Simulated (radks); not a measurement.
Question: The mean radii <r> (bohr) of the occupied orbitals of an atom or ion are listed with their occupations. Method: scalar-relativistic Kohn-Sham, PBE, spin-polarised, spherical densities, finite nucleus; Fermi nuclear charge, rms radius of each element as measured or else 0.836 A^(1/3) + 0.57 fm; computed with a radial shooting solver on a logarithmic mesh with Libxc functionals.

orbital  occ.      <r>
1s up       1  0.04149
1s down     1  0.04149
2s up       1   0.1835
2s down     1   0.1835
2p up       3   0.1601
2p down     3   0.1601
3s up       1   0.5303
3s down     1   0.5302
3p up       3   0.5405
3p down     3   0.5404
3d up       5   0.5557
3d down     5   0.5551
4s up       1    1.537
4s down     1    1.538
4p up       3    1.823
4p down     2    1.835

Name the element and its charge. Open shells, if any, are filled with parallel spins first.

Answer: Z = 36, krypton, charge +1: Kr+ in [Ar] 3d10 4s2 4p5. The 1s radius gives Z: for a bare nucleus <r> = (2 gamma + 1)/(2Z) with gamma = sqrt(1 - (Z/c)^2), 0.04069 bohr for Z = 36, and screening makes it slightly larger (0.04149 here). The occupations add up to 35, and the charge is Z minus that.
